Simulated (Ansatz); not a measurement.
Reaction (redistribution): `[F][Ga]([F])[I]` + `C[S][AlH][Cl]` → `[F][GaH][I]` + `C[S][Al]([F])[Cl]`

Isolated molecules relaxed with PBE0-D4/def2-TZVP in Ansatz; ΔE leaves out vibrations. CCSD(T)/CBS is the MP2 limit (def2-TZVPP, def2-QZVPP) plus CCSD(T) − MP2 in def2-TZVPP, frozen cores. DFT in def2-TZVPP. Elements past krypton have def2 core potentials. For Ga, I outer-core shells are correlated without core-valence functions, which leaves a few kJ/mol of doubt a bond. Scalar relativity is left out up to krypton. Each species was taken in one conformer, which may not be the lowest.

```tsv
level	ΔE (kJ/mol)
PBE-QIDH	-106.2
r2SCANh	-110.4
CAM-B3LYP	-110.5
CCSD/def2-TZVPP	-106.0
```

(1) What does CCSD(T)/CBS give? (Best estimate.)

Largest T1 diagnostic among the species: 0.013.

Results:

(1) Computed: -112.2 kJ/mol. The listed levels differ from it by 6.0, 1.8, 1.7, 6.2 kJ/mol.

At CCSD(T), def2-SVP lies +18.5 kJ/mol from the extrapolated value and def2-TZVPP +7.6 kJ/mol. From BLYP to BHLYP (50 % exact exchange), in def2-TZVPP and without D4, ΔE moves by −4.4 kJ/mol.
